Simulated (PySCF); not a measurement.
Compound: C5H8F3OP.
Atom-mapped SMILES: `[CH2:1]=[CH:2][CH2:3][P@:4]([CH3:5])(=[O:6])[C:7]([F:8])([F:9])[F:10]` (hydrogens: H11, H12 on C1; H13 on C2; H14, H15 on C3; H16, H17, H18 on C5)

The same species was optimised twice, with GFN2-xTB and with PBE0-D3(BJ)/def2-SVP (PySCF), and the same property calculations (PySCF, gas phase) were run on both structures.

| coordinate | GFN2-xTB | PBE0-D3(BJ)/def2-SVP | change |
| --- | --- | --- | --- |
| P4=O6 (Å) | 1.460 | 1.491 | +0.031 |
| P4–C5 (Å) | 1.823 | 1.805 | -0.018 |
| C1=C2 (Å) | 1.320 | 1.334 | +0.014 |
| C3–P4 (Å) | 1.838 | 1.826 | -0.012 |
| P4–C7 (Å) | 1.893 | 1.886 | -0.007 |
| C7–F10 (Å) | 1.335 | 1.330 | -0.005 |
| C7–F8 (Å) | 1.336 | 1.332 | -0.004 |
| C7–F9 (Å) | 1.342 | 1.344 | +0.002 |
| C2–C3 (Å) | 1.494 | 1.494 | 0.000 |
| C2–C3–P4 (°) | 106.8 | 110.2 | +3.4 |
| P4–C7–F9 (°) | 113.7 | 110.7 | -3.0 |
| O6–P4–C7 (°) | 110.8 | 113.4 | +2.6 |
| C3–P4–C5 (°) | 109.0 | 107.4 | -1.6 |
| C3–P4–O6 (°) | 116.0 | 115.0 | -1.0 |
| F8–C7–F9 (°) | 106.8 | 107.7 | +0.9 |
| F9–C7–F10 (°) | 106.9 | 107.8 | +0.9 |
| P4–C7–F10 (°) | 110.6 | 111.4 | +0.8 |
| C1–C2–C3–P4 (°) | -121 | -115 | +6 |
| C2–C3–P4–C5 (°) | 70 | 72 | +2 |
| C3–P4–C7–F8 (°) | 64 | 62 | -2 |

Rotational constants: A = 1899, B = 735.6, C = 705.1 MHz (GFN2-xTB) against A = 1886, B = 739.2, C = 709.3 MHz (PBE0-D3(BJ)/def2-SVP). Point groups within 0.08 Å: C1 and C1.

On the GFN2-xTB structure: HOMO (eV) -7.87 [PBE0/pcSseg-1]; LUMO (eV) -0.41 [PBE0/pcSseg-1]; dipole (D) 4.16 [PBE0/pcSseg-1]; GIAO shielding of C1 (ppm) 59.4 [PBE0/pcSseg-1]; GIAO shielding of C2 (ppm) 50.6 [PBE0/pcSseg-1]; GIAO shielding of C3 (ppm) 146.5 [PBE0/pcSseg-1]; GIAO shielding of P4 (ppm) 305.9 [PBE0/pcSseg-1]; GIAO shielding of C5 (ppm) 174.1 [PBE0/pcSseg-1]; GIAO shielding of O6 (ppm) 243.9 [PBE0/pcSseg-1]; GIAO shielding of C7 (ppm) 54.7 [PBE0/pcSseg-1]; GIAO shielding of F8/F9/F10 (mean) (ppm) 267.0 [PBE0/pcSseg-1].

**Question.** What do these properties become on the PBE0-D3(BJ)/def2-SVP structure?

**Answer.** 
```json
{"property": "HOMO (eV)", "level": "PBE0/pcSseg-1", "on GFN2-xTB": "-7.87", "on PBE0-D3(BJ)/def2-SVP": "-7.77", "change": "+0.10"}
{"property": "LUMO (eV)", "level": "PBE0/pcSseg-1", "on GFN2-xTB": "-0.41", "on PBE0-D3(BJ)/def2-SVP": "-0.45", "change": "-0.04"}
{"property": "dipole (D)", "level": "PBE0/pcSseg-1", "on GFN2-xTB": "4.16", "on PBE0-D3(BJ)/def2-SVP": "4.05", "change": "-0.11"}
{"property": "energy, GFN2-xTB geometry as zero (kcal/mol)", "level": "PBE0/pcSseg-1", "on GFN2-xTB": "0.0", "on PBE0-D3(BJ)/def2-SVP": "-1.7", "change": "-1.7"}
{"property": "GIAO shielding of C1 (ppm)", "level": "PBE0/pcSseg-1", "on GFN2-xTB": "59.4", "on PBE0-D3(BJ)/def2-SVP": "55.5", "change": "-3.9"}
{"property": "GIAO shielding of C2 (ppm)", "level": "PBE0/pcSseg-1", "on GFN2-xTB": "50.6", "on PBE0-D3(BJ)/def2-SVP": "47.6", "change": "-3.0"}
{"property": "GIAO shielding of C3 (ppm)", "level": "PBE0/pcSseg-1", "on GFN2-xTB": "146.5", "on PBE0-D3(BJ)/def2-SVP": "147.6", "change": "+1.1"}
{"property": "GIAO shielding of P4 (ppm)", "level": "PBE0/pcSseg-1", "on GFN2-xTB": "305.9", "on PBE0-D3(BJ)/def2-SVP": "300.0", "change": "-5.9"}
{"property": "GIAO shielding of C5 (ppm)", "level": "PBE0/pcSseg-1", "on GFN2-xTB": "174.1", "on PBE0-D3(BJ)/def2-SVP": "174.3", "change": "+0.2"}
{"property": "GIAO shielding of O6 (ppm)", "level": "PBE0/pcSseg-1", "on GFN2-xTB": "243.9", "on PBE0-D3(BJ)/def2-SVP": "237.7", "change": "-6.2"}
{"property": "GIAO shielding of C7 (ppm)", "level": "PBE0/pcSseg-1", "on GFN2-xTB": "54.7", "on PBE0-D3(BJ)/def2-SVP": "55.6", "change": "+0.9"}
{"property": "GIAO shielding of F8/F9/F10 (mean) (ppm)", "level": "PBE0/pcSseg-1", "on GFN2-xTB": "267.0", "on PBE0-D3(BJ)/def2-SVP": "268.2", "change": "+1.2"}
```

The heavy atoms differ by 0.044 Å rms after alignment. Among bonds between heavy atoms P4=O6 changes most (+0.031 Å). Changes are differences of the printed values. Neither structure is proved a minimum here.

The values belong to the conformer `[CH2:1]=[CH:2][CH2:3][P@:4]([CH3:5])(=[O:6])[C:7]([F:8])([F:9])[F:10]`: C1–C2–C3–P4 -115°, C2–C3–P4–C5 72°, C3–P4–C7–F8 62°.
